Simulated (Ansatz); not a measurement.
Ansatz (an electronic-structure program) input:
A basis named .json is the Basis Set Exchange file of that set.

Ansatz 0.2 input:
```yaml
crystal:
  periodic: [false, false, false]
  atoms:
    - {symbol: C, position_ang: [-0.76398450, -0.64348765, -0.34542853]}
    - {symbol: C, position_ang: [0.63138382, -0.30599936, -0.15763658]}
    - {symbol: F, position_ang: [1.13636842, 0.94468953, -0.62699763]}
    - {symbol: F, position_ang: [1.43050014, -1.20605568, -0.82546072]}
    - {symbol: F, position_ang: [1.06125501, -0.30098246, 1.14364416]}
    - {symbol: Cl, position_ang: [-1.81573471, 0.66788390, 0.42400421]}
    - {symbol: H, position_ang: [-0.99001814, -0.59596649, -1.41035346]}
basis:
  gaussian:
    orbitals: aug-cc-pV_D+d_Z.json
total_charge: -1
magnetization: {spin_polarized: false}
correlation: {method: ccsd_t, electrons: outside_noble_gas}
output: {forces: true}
```

Task: Predict the final energy.

Result: -835.28137 Eh (CCSD(T)/aug-cc-pV(D+d)Z). The basis has 156 functions. The run takes roughly 15 core-minutes.

It need not be the lowest isomer of its formula. Whether it binds its extra electron was not tested at this geometry.
